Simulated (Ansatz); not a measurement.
One change: `C=C(N)OC` becomes `C=C(N)[O][GeH3]`.

Ansatz, PBE0-D4/def2-TZVP geometries, multiplicity 1. Each molecule was computed in one conformer, which needn't be the lowest.

Scalar relativity is left out up to krypton.

| property | `C=C(N)OC` |
| --- | --- |
| HOMO energy (PBE/def2-TZVPP) / eV | -4.66 |
| HOMO energy (B3LYP/def2-TZVPP) / eV | -5.63 |
| size of the dipole moment (B3LYP/def2-TZVPP) / D | 1.07 |
| HOMO energy (ωB97M-V/def2-TZVPP) / eV | -8.08 |
| LUMO energy (B3LYP/def2-TZVPP) / eV | 0.84 |
| HOMO–LUMO gap (PBE/def2-TZVPP) / eV | 4.99 |

(1) Give the same properties after the change, and the shifts. (Best estimate.)

## Answers

(1) The calculation gave: 
```json
{"property": "HOMO energy (PBE/def2-TZVPP) / eV", "`C=C(N)[O][GeH3]`": "-4.93", "shift": "-0.27"}
{"property": "HOMO energy (B3LYP/def2-TZVPP) / eV", "`C=C(N)[O][GeH3]`": "-5.86", "shift": "-0.23"}
{"property": "size of the dipole moment (B3LYP/def2-TZVPP) / D", "`C=C(N)[O][GeH3]`": "2.03", "shift": "0.96"}
{"property": "HOMO energy (ωB97M-V/def2-TZVPP) / eV", "`C=C(N)[O][GeH3]`": "-8.27", "shift": "-0.19"}
{"property": "LUMO energy (B3LYP/def2-TZVPP) / eV", "`C=C(N)[O][GeH3]`": "-0.05", "shift": "-0.89"}
{"property": "HOMO–LUMO gap (PBE/def2-TZVPP) / eV", "`C=C(N)[O][GeH3]`": "4.26", "shift": "-0.73"}
```

With PBE0 the HOMO falls by 0.22 eV and the LUMO falls by 0.99 eV, so the gap narrows by about 0.77 eV. PBE moves the HOMO by -0.27 eV and ωB97M-V by -0.19 eV. Dipoles are sizes alone; their direction can turn.

B3LYP here is the variant with VWN-RPA as its local correlation; programs differ in this.
